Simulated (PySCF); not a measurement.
## H₃MoN at several levels of theory

All levels use the PBE0 minimum (singlet; Mo–H 1.699 Å (×3), Mo–N 1.612 Å; H–Mo–H 118.3° (×3), H–Mo–N 97.5° (×3)), basis [Mo def2-TZVP with ECP28, N def2-TZVP, H def2-TZVP], scalar-relativistic core potentials, density fitting, no spin–orbit coupling, PySCF. For vertical energies the ionised species is a doublet (spins chosen at PBE0 and kept) and the electron-attached one a doublet. Atomisation goes to high-spin ground-configuration atoms, without zero-point energy. Open shells are unrestricted, also as the reference of the correlated levels. A dash marks a value that was not computed or is not defined at that level.

```xyz
5
charge 0 multiplicity 1, angstrom
Mo    0.0000    0.1556    0.1101
N     0.0000   -1.1607   -0.8211
H     1.4589   -0.1508    0.9250
H    -1.4589   -0.1508    0.9250
H     0.0000    1.3085   -1.1378
```

| level | atomisation (kJ/mol) | vertical IP (eV) | vertical EA (eV) | −ε(HOMO) (eV) | gap (eV) | dipole (D) |
| --- | --- | --- | --- | --- | --- | --- |
| PBE0 | 1260 | 10.88 | 1.25 | 8.81 | 5.80 | 2.83 |
| HF | 385 | 9.33 | 1.26 | 12.15 | 12.40 | 3.25 |
| MP2 | 1377 | 13.53 | -0.13 | – | – | – |
| PBE | 1416 | 10.81 | 1.09 | 7.51 | 3.64 | 2.62 |
| B3LYP | 1351 | 10.98 | 1.26 | 8.64 | 5.32 | 2.78 |
| r2SCAN | 1299 | 10.84 | 1.18 | 7.79 | 4.03 | 2.77 |
| TPSSh | 1359 | 10.81 | 1.14 | 8.11 | 4.68 | 2.77 |
| M06 | 1370 | 10.94 | 1.21 | 8.87 | 5.76 | 2.61 |
| PBEsol | 1484 | 10.79 | 1.09 | 7.48 | 3.61 | 2.62 |

Spin contamination in at least one species weakens the values at: HF, MP2.

Without diffuse functions attachment energies tend to come out too low.
